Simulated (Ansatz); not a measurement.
Start from `FB[SiH]1C[SiH2]1` and change one element to get `ClB[SiH]1C[SiH2]1`.

Ansatz, PBE0-D4/def2-TZVP geometries, multiplicity 1. Each molecule was computed in one conformer, which needn't be the lowest.

```
                                          property  `FB[SiH]1C[SiH2]1`
                LUMO energy (PBE0/def2-TZVPP) / eV               -1.80
                 LUMO energy (PBE/def2-TZVPP) / eV               -2.65
    size of the dipole moment (PBE/def2-TZVPP) / D                0.97
               HOMO–LUMO gap (PBE/def2-TZVPP) / eV                3.10
              HOMO–LUMO gap (PBE0/def2-TZVPP) / eV                4.87
size of the dipole moment (ωB97M-V/def2-TZVPP) / D                0.78
```

**Question.** What does the change do to each property? (An estimate is asked.)

**Answer.** Computed: 
```tsv
property	`ClB[SiH]1C[SiH2]1`	shift
LUMO energy (PBE0/def2-TZVPP) / eV	-2.13	-0.33
LUMO energy (PBE/def2-TZVPP) / eV	-2.95	-0.30
size of the dipole moment (PBE/def2-TZVPP) / D	1.22	0.25
HOMO–LUMO gap (PBE/def2-TZVPP) / eV	2.81	-0.29
HOMO–LUMO gap (PBE0/def2-TZVPP) / eV	4.52	-0.35
size of the dipole moment (ωB97M-V/def2-TZVPP) / D	0.96	0.18
```

Dipoles are sizes alone; their direction can turn.

Positive LUMOs are unbound, so they and the gaps depend on the basis.
